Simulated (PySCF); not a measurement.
# The second ionisation energy along the 3d series

All values are computed (PySCF 2.14, energy differences of UHF-based or UKS calculations, no spin-orbit coupling). Values in eV. The last column holds reference values (NIST; (s) semi-empirical, (t) theoretical, else measured). Unmarked ones compare directly (S terms, centres of terms, or small fine structure); those marked * lie between the lowest fine-structure levels and include a spin-orbit shift.

| element | configurations | UHF | MP2 (valence) | SCS-MP2 (valence) | CCSD (valence) | PBE | PBE0 | reference |
| --- | --- | --- | --- | --- | --- | --- | --- | --- |
| Sc (aug-cc-pVTZ-DK, spin-free X2C) | [Ar] 3d1 4s1 → [Ar] 3d1 | 12.223 | 12.315 | 12.254 | 12.351 | 13.123 | 12.946 | 12.800 * |
| Ti (aug-cc-pVTZ-DK, spin-free X2C) | [Ar] 3d2 4s1 → [Ar] 3d2 | 12.940 | 13.122 | 13.000 | 13.175 | 14.021 | 13.795 | 13.575 * |
| V (aug-cc-pVTZ-DK, spin-free X2C) | [Ar] 3d4 → [Ar] 3d3 | 13.173 | 13.930 | 13.425 | 14.009 | 15.337 | 14.985 | 14.634 ± 0.007 * |
| Cr (aug-cc-pVTZ-DK, spin-free X2C) | [Ar] 3d5 → [Ar] 3d4 | 15.007 | 15.994 | 15.336 | 16.008 | 17.163 | 16.807 | 16.486 * |
| Mn (aug-cc-pVTZ-DK, spin-free X2C) | [Ar] 3d5 4s1 → [Ar] 3d5 | 14.855 | 15.315 | 15.009 | 15.347 | 16.303 | 15.978 | 15.640 |
| Fe (aug-cc-pVTZ-DK, spin-free X2C) | [Ar] 3d6 4s1 → [Ar] 3d6 | 15.299 | 15.918 | 15.658 | 15.937 | 16.863 | 16.523 | 16.199 * |
| Co (aug-cc-pVTZ-DK, spin-free X2C) | [Ar] 3d8 → [Ar] 3d7 | 14.187 | 16.974 | 16.870 | 16.454 | 17.895 | 17.212 | 17.084 * |
| Ni (aug-cc-pVTZ-DK, spin-free X2C) | [Ar] 3d9 → [Ar] 3d8 | 15.001 | 18.341 | 18.039 | 17.548 | 18.920 | 18.185 | 18.169 * |
| Cu (aug-cc-pVTZ-DK, spin-free X2C) | [Ar] 3d10 → [Ar] 3d9 | 17.140 | 20.853 | 20.411 | 19.803 | 20.946 | 20.235 | 20.292 * |
| Zn (aug-cc-pVTZ-DK, spin-free X2C) | [Ar] 3d10 4s1 → [Ar] 3d10 | 16.856 | 17.899 | 17.732 | 17.789 | 18.726 | 18.331 | 17.964 |

"Valence" correlates the outer s and p shells and, in groups 3 to 12 and the f block, the outer d or f shell, open or full, or the next shell where the ion has no valence electron left; the wider scheme adds the next inner shell.
